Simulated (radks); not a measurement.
Question: All-electron atom: In30+ in [Ar] 3d1. Calculated with a radial shooting solver on a logarithmic mesh with Libxc functionals: scalar-relativistic Kohn-Sham, PBEsol, spin-unpolarised, spherical densities, finite nucleus; Fermi nuclear charge, rms radius 4.6156 fm. Some entries of the table are withheld. Estimate them.

orbital,occ.,eigenvalue (eV),<r> (bohr),<r^2> (bohr^2)
1s,2,-29202.53,0.02973,0.001196
2s,2,(1),0.1275,0.01913
2p,6,-5175.864,0.1112,0.01504
3s,2,-2001.356,0.3198,0.1163
3p,6,-1867.969,0.3119,0.1122
3d,1,-1691.179,0.2782,0.08968
4s,0,-1005.023,(2),0.4304
4p,0,-951.6380,(3),0.4376
4d,0,-881.9639,0.6045,(4)

Answer: 
(1) 2s eigenvalue (eV): -5591.075
(2) 4s <r> (bohr): 0.6191
(3) 4p <r> (bohr): 0.6221
(4) 4d <r^2> (bohr^2): 0.4178
